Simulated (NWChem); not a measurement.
Species: C6H4; SMILES C#C/C=C/C#C

Question: Give the equilibrium geometry at PBE-D3(BJ)/def2-SVP (NWChem) as a Z-matrix, with the point group.

Answer: point group C2h; any orientation.
```
C
C 1 1.3693
H 1 1.1044 2 118.80
H 2 1.1044 1 118.80 3 180.00
C 1 1.4152 3 117.13 2 180.00
C 5 1.2279 3 151.15 1 180.00
H 6 1.0810 3 162.05 1 180.00
C 2 1.4152 4 117.13 1 180.00
C 8 1.2279 4 151.15 2 180.00
H 9 1.0810 4 162.05 2 180.00
```
